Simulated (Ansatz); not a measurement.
Program: Ansatz. Geometries: PBE0-D4/def2-TZVP. ΔE: electronic, gas phase. CCSD(T)/CBS is the MP2 limit (def2-TZVPP, def2-QZVPP) plus CCSD(T) − MP2 in def2-TZVPP, frozen cores. DFT in def2-TZVPP. B3LYP here is the variant with VWN-RPA as its local correlation; programs differ in this. For Ge outer-core shells are correlated without core-valence functions, which leaves a few kJ/mol of doubt a bond. Scalar relativity is left out up to krypton. Each species was taken in one conformer, which may not be the lowest.

Consider the formal exchange of groups at the Si–Ge bond: `O[B](F)[GeH2][SiH3]` + `F[SiH2][SiH3]` → `F[SiH]([SiH3])[SiH3]` + `O[B](F)[GeH3]`.

```
               species  B3LYP energy (Eh)
 `O[B](F)[GeH2][SiH3]`        -2570.30604
       `F[SiH2][SiH3]`         -681.99460
`F[SiH]([SiH3])[SiH3]`         -972.71977
       `O[B](F)[GeH3]`        -2279.57237
```

**Question.** Work out ΔE.

**Answer.** ΔE = (-972.71977) + (-2279.57237) − (-2570.30604) − (-681.99460) = 0.00850 Eh = +22.3 kJ/mol. CCSD(T)/CBS gives +24.3 kJ/mol.

Largest T1 diagnostic among the species: 0.013.
